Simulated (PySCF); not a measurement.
Run record: geometry optimisation, `Brc1ccc2n[se]nc2c1`.

Computed with PBE0-D3(BJ)/def2-SVP geometry optimisation, gas phase (PySCF 2.14.0). Start geometry: GFN2-xTB. A driver script takes a list of jobs; this job's settings line and coordinates (Å) are shown.

Input:
```
{"job": {"xc": "PBE0", "basis": "def2-SVP", "d3": "d3bj", "grid": 2, "kind": "geom"}, "charge": 0, "multiplicity": 1}
Br     3.325515    -1.030556    -0.052877
C      1.525587    -0.421095    -0.026787
C      1.303827     0.973763    -0.098558
C      0.037664     1.477526    -0.084974
C     -1.050544     0.582957    -0.000275
N     -2.334228     0.921320     0.020531
Se    -3.302006    -0.529254     0.132682
N     -1.906687    -1.581511     0.149102
C     -0.807987    -0.838435     0.072483
C      0.511824    -1.330668     0.058408
H      2.157009     1.631812    -0.163245
H     -0.153455     2.537215    -0.137867
H      0.689092    -2.392586     0.113649
```

Output:
```
step   0  E = -5313.81835400  max force = 0.024582
step   1  E = -5313.82136184  max force = 0.003640
step   2  E = -5313.82140065  max force = 0.004419
step   3  E = -5313.82145001  max force = 0.000656
step   4  E = -5313.82144942  max force = 0.000634
step   5  E = -5313.82145228  max force = 0.000227
optimisation converged
```

Energies in Eh; «max force» is the largest Cartesian gradient component in Eh/bohr.

Task: Give the first gradient maximum in eV/Å.

Result: With 1 Eh/bohr = 51.422 eV/Å, 1.264 eV/Å.

Task: How much energy does the optimisation release, in kcal/mol?

Result: E(step 0) − E(last step) = 0.003098 Eh, which is 1.9 kcal/mol.

Summary of the converged run: final energy -5313.82145 Eh after 5 steps; dipole 0.78 D.

Task: Give the final coordinates.

Result: 0.021 Å rms from the input after alignment:
```
atom  x, y, z in Å
Br1    3.0712   -1.0079   -0.1033
C2     1.2851   -0.4097   -0.0540
C3     1.0593    1.0054   -0.1235
C4    -0.2057    1.5160   -0.0927
C5    -1.3162    0.6219    0.0102
N6    -2.5839    0.9977    0.0492
Se7   -3.5502   -0.4872    0.1775
N8    -2.1499   -1.5806    0.1725
C9    -1.0727   -0.8169    0.0793
C10    0.2663   -1.3143    0.0448
H11    1.9232    1.6675   -0.2018
H12   -0.3924    2.5895   -0.1447
H13    0.4420   -2.3885    0.0973
```

Hardware: one thread, AMD EPYC 9R14 (x86_64), shared host. Cost: 92 s, 1.0 GiB resident at most.
Labels such as C1 count atoms from 1, the log's own numbers from 0.
